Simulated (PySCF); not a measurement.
## Gas-phase XPS of cyclo-(H2SiO)2, computed

Compound: cyclo-(H2SiO)2.
Geometry (PBE0-D3(BJ)/def2-SVP, Å), atoms numbered from 1 in this order:
```
atom  x, y, z in Å
Si1   -0.0678   -0.7198   -0.9641
H2     0.1372   -0.2608   -2.3626
H3    -0.3652   -2.1749   -0.9151
O4    -1.1691    0.2322   -0.0915
Si5    0.0674    0.7181    0.9647
H6    -0.1351    0.2732    2.3681
H7     0.3656    2.1727    0.9031
O8     1.1670   -0.2406    0.0973
```

Computed with PySCF, delta-SCF UKS SCAN, pcX-2 on the ionised atom, pcseg-1 elsewhere, spin-free X2C. These are vertical core ionisation energies against the vacuum level, from separate self-consistent calculations with and without the core hole.

List the computed XPS lines with their assignment.

| atom(s) | bonded to | level | binding energy (eV) | 2p1/2 (eV) | count |
| --- | --- | --- | --- | --- | --- |
| Si1/Si5 | 2 O and 2 H | Si 1s | 1848.49 | – | 2 |
| O4/O8 | 2 Si | O 1s | 537.95 | – | 2 |
| Si1/Si5 | 2 O and 2 H | Si 2p3/2 | 108.48 | 109.11 | 2 |

Which photon energy gives electrons from O 1s of O4/O8 a kinetic energy of 150 eV, and what is their de Broglie wavelength?

hν = 537.95 + 150 = 687.95 eV, recoil neglected; λ = 12.264 Å/√(E/eV) = 1.00 Å.

What is the longest wavelength that can ionise O 1s of O4/O8 vertically?

λ = hc/E = 12398.42 eV Å / 537.95 eV = 23.048 Å.

The first atom of each set that the bonding makes equivalent was ionised and stands for the set. 2p3/2 and 2p1/2 are the ΔSCF energy of one spin-free 2p hole plus the eigenvalues of a spin–orbit and ligand-field matrix of the shell. 2p1/2 minus 2p3/2 (ligand field included): Si 0.63 eV. The structure is a single PBE0-D3(BJ)/def2-SVP conformer in the gas phase; no vibrational or solvent corrections.
